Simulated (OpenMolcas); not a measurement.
Re4+ among 4 point charges of -1 e arranged as a tetrahedron (Td).

- Program: OpenMolcas 26.06
- Method: CASSCF
- Basis: ANO-RCC-VDZP [7s6p4d2f1g]
- Scalar Hamiltonian: DKH2, point nucleus
- Active space: 3 electrons in 5 orbitals (5d)
- State averaging: 2S+1 = 4 even, 10 roots; 2S+1 = 2 even, 40 roots
- Spin-orbit coupling: RASSI with atomic mean-field integrals over the reference wave functions

All point charges move together. At R = 1.69 Å |10Dq| is 5371 cm-1, and at R = 1.77 Å it is 4489 cm-1.

Q: A third run gives 2952 cm-1. What distance was it run at?

A: With a power law R^-n the two known points give n = -ln(4489 / 5371) / ln(1.77 / 1.69) = 3.88. Then R = 1.69 × (5371 / 2952)^(1/3.88) = 1.972 Å. The run was at 1.96 Å, so the estimate is off by +0.012 Å.

Without dynamic correlation the repulsion within the d shell is too large (B by tens of per cent), so at a given field states of lower spin stand too high. Point charges give a weaker field than real ligands, and real ions of this kind are as a rule low spin; the high spin found here belongs to the model. Spin-orbit coupling mixes the spin-free states strongly: the lowest level takes only 62 % from its leading state, 4T1 (figures for R = 1.69; the like holds for R = 1.77, R = 1.96). This is an electrostatic model: the charges have no orbitals. No measured value stands beside these numbers.
